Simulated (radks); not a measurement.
Results of a calculation; reference values are marked as such.
Spherical quantum dot in the effective-mass picture: electrons in a hard-walled sphere of radius 2.69, with a point charge +1 (a donor) at the centre, all in effective atomic units (hartree* = m*/eps^2 hartree, bohr* = eps/m* bohr), one dielectric constant everywhere. Level of theory: non-relativistic Kohn-Sham, exchange-only LDA, spin-polarised, spherical densities (a radial shooting solver with Libxc functionals). Levels are named by radial order and angular momentum (1s, 1p, 1d, 2s, ...), and open shells are averaged over m. Results are scaled to m* = 0.034 and eps = 15.9, for which hartree* = 3.66 meV and bohr* = 24.75 nm. Each electron was tried in the lowest free levels, single moves between levels near the top were tried too, and the lowest total energy was kept; such a search can miss a lower state. At N = 1 the Hartree and exchange-correlation terms need not cancel, so that row can carry a self-interaction error.

N                         open shells  2S   E (meV)  mu = E(N) - E(N-1) (meV)  addition energy mu(N+1) - mu(N) (meV)  e(HOMO) (meV)  rms radius (nm)
1                    1s(up 1, down 0)   1  -1.15808                   -1.1581                                  2.901      -0.072924            29.62
2                                none   0  0.584718                    1.7428                                  5.027         2.6785            31.84
3                    1p(up 1, down 0)   1   7.35468                    6.7700                                  1.730         7.6183            35.64
4                    1p(up 2, down 0)   2   15.8541                    8.4995                                  1.787         9.3885            37.60
5                    1p(up 3, down 0)   3   26.1406                    10.286                                  2.459         11.187            38.88
6                    1p(up 3, down 1)   2   38.8856                    12.745                                  1.656         13.556            39.87
7                    1p(up 3, down 2)   1   53.2863                    14.401                                  1.718         15.254            40.64
8                                none   0   69.4055                    16.119                                  4.651         16.987            41.27
9                    1d(up 1, down 0)   1   90.1754                    20.770                                  1.659         21.597            42.06
10                   1d(up 2, down 0)   2   112.605                    22.429                                  1.672         23.264            42.71
11                   1d(up 3, down 0)   3   136.706                    24.101                                  1.679         24.940            43.25
12                   1d(up 4, down 0)   4   162.486                    25.780                                  1.683         26.621            43.73
13                   1d(up 5, down 0)   5   189.949                    27.463                                  2.266         28.306            44.14
14                   1d(up 5, down 1)   4   219.679                    29.730                                  1.625         30.540            44.51
15                   1d(up 5, down 2)   3   251.035                    31.355                                  1.639         32.173            44.85
16                   1d(up 5, down 3)   2   284.029                    32.994                                  1.648         33.817            45.15
17                   1d(up 5, down 4)   1   318.671                    34.642                                  1.653         35.468            45.43
18                               none   0   354.966                    36.295                                  3.473         37.123            45.69
19                   2s(up 1, down 0)   1   394.734                    39.768                                  2.780         40.867            45.54
20                               none   0   437.282                    42.548                                  2.253         43.645            45.35
21                   1f(up 1, down 0)   1   482.083                    44.801                                  1.615         45.608            45.64
22                   1f(up 2, down 0)   2   528.500                    46.417                                  1.618         47.225            45.91
23                   1f(up 3, down 0)   3   576.534                    48.035                                  1.585         48.911            46.16
24  2s(up 1, down 0) 1f(up 5, down 0)   6   626.153                    49.619                                  1.535         50.341            46.80
25  2s(up 1, down 0) 1f(up 6, down 0)   7   677.307                    51.154                                  1.626         51.967            47.00
26  2s(up 1, down 0) 1f(up 7, down 0)   8   730.087                    52.780                                  2.018         53.593            47.19
27                   1f(up 7, down 0)   7   784.885                    54.798                                  1.862         55.893            47.00
28                   1f(up 7, down 1)   6   841.545                    56.660                                  1.527         57.602            47.19
29  2s(up 1, down 0) 1f(up 7, down 3)   5   899.732                    58.187                                  1.561         58.947            47.71
30  2s(up 1, down 0) 1f(up 7, down 4)   4   959.480                    59.748                                  1.604         60.550            47.86
31  2s(up 1, down 0) 1f(up 7, down 5)   3   1020.83                    61.353                                  1.606         62.155            48.01
32  2s(up 1, down 0) 1f(up 7, down 6)   2   1083.79                    62.958                                  1.607         63.762            48.15
33                   2s(up 1, down 0)   1   1148.36                    64.565                                  2.188         65.369            48.28
34                               none   0   1215.11                    66.754                                  4.979         67.853            48.10
35                   1g(up 1, down 0)   1   1286.84                    71.733                                  1.585         72.525            48.26
36                   1g(up 2, down 0)   2   1360.16                    73.317                                  1.586         74.110            48.40
37                   1g(up 3, down 0)   3   1435.06                    74.903                                  1.587         75.696            48.54
38                   1g(up 4, down 0)   4   1511.55                    76.490                                  1.587         77.283            48.67
39                   1g(up 5, down 0)   5   1589.63                    78.077                                  1.588         78.871            48.80
40                   1g(up 6, down 0)   6   1669.29                    79.664                                  1.588         80.458            48.92
41                   1g(up 7, down 0)   7   1750.55                    81.252                                  1.588         82.046            49.04
42                   1g(up 8, down 0)   8   1833.39                    82.840                                  1.588         83.635            49.15
43                   1g(up 9, down 0)   9   1917.82                    84.429                                  2.076         85.223            49.26
44                   1g(up 9, down 1)   8   2004.32                    86.505                                      -         87.290            49.36

All shells are closed at N = 2, 8, 18, 20, 34 (there: 1s2 1p6 1d10 2s2 1f14); the second difference of the energy has clear peaks (12 % above both neighbours; the first and last values, which can be the largest, are not judged, and half-filled shells can peak too) at N = 2, 5, 8, 13, 18, 34.
